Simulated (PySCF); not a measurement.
Exercise with solution: dipole moment from atomic charges

In(Cl)2(vinyl) (C2H3Cl2In), SMILES [Cl][In]([Cl])[CH]=C. Atoms are numbered in the order given.

```xyz
8

In    -0.1367     0.0438     0.0000
Cl    -0.6538     2.3425     0.0000
Cl     2.1835    -0.4124     0.0000
C     -1.4943    -1.6035     0.0000
C     -1.0211    -2.8549     0.0000
H     -2.5718    -1.4075     0.0000
H     -1.6950    -3.7213     0.0000
H      0.0513    -3.0791     0.0000
```

Geometry optimised at B3LYP-D3(BJ)/def2-SVP. The structure was generated by enumeration; whether it is a known compound was not checked. The def2 effective core potentials stand for the cores of In; spin–orbit coupling is left out. One conformer was computed; it need not be the lowest.

Charges (e) from PBE/def2-TZVP (PySCF):

| atom | ESP fit | Mulliken |
|---|---|---|
| In1 | 0.636 | 0.791 |
| Cl2 | -0.288 | -0.346 |
| Cl3 | -0.288 | -0.360 |
| C4 | -0.227 | -0.282 |
| C5 | -0.296 | -0.234 |
| H6 | 0.139 | 0.149 |
| H7 | 0.176 | 0.132 |
| H8 | 0.149 | 0.150 |

The dipole moment of the full density is 3.82 D.

### Question
What dipole moment does each set of point charges give, and which comes closer to that of the density?

### Answer

μ = Σ q r, and 1 e Å = 4.8032 D.
ESP fit: Σ q r = (-0.534, -0.628, 0.000) e Å, |μ| = 3.96 D.
Mulliken: Σ q r = (-0.607, -0.670, 0.000) e Å, |μ| = 4.34 D.
ESP fit comes closer in size. Point charges leave out the atoms' own dipoles (lone pairs, polarised bonds); fits to the potential absorb them, partitions of the density don't.
